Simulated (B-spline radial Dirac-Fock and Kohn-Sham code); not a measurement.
# How the levels of cadmium move as electrons are removed

The computed values come from a radial B-spline solver: ΔSCF Dirac-Fock with Breit, self-energy and vacuum polarisation, finite nucleus, configuration average. Each ion is free and in its tabulated ground configuration. No correlation.

Reference: Cd³³⁺, [Ne] 3s2 3p3, with K (1s) 28577.9 eV, L1 (2s) 5804.9 eV. Shifts from it, in eV (a dash: the subshell is empty, belongs to an open shell averaged over j, or its hole state is left out as unreliable):

```tsv
ion	configuration	K (1s)	L1 (2s)
Cd³⁴⁺	[Ne] 3s2 3p2	+114.2	+97.7
Cd³⁵⁺	[Ne] 3s2 3p1	+230.2	+196.7
Cd³⁶⁺	[Ne] 3s2	+348.1	+297.0
Cd³⁷⁺	[Ne] 3s1	–	–
Cd³⁸⁺	[He] 2s2 2p6	+574.5	+487.6
Cd³⁹⁺	[He] 2s2 2p5	+856.1	+667.7
Cd⁴⁰⁺	[He] 2s2 2p4	+1142.3	+850.1
Cd⁴¹⁺	[He] 2s2 2p3	+1433.0	+1034.7
```
